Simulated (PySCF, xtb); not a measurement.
RbI, SMILES [Rb][I].

GFN2-xTB run with xtb at its own geometry gives an orbital gap of 2.25 eV and a dipole moment of 11.56 D.

Geometry: B3LYP-D3(BJ)/def2-TZVPD. The def2 effective core potentials stand for the cores of I, Rb; spin–orbit coupling is left out.

Question: What does M06-2X/def2-TZVPD in PySCF give? (An estimate is asked for; the answer gives what the named calculation found.)

Answer: gap 4.88 eV (levels -6.38 and -1.50 eV), dipole 12.05 D.
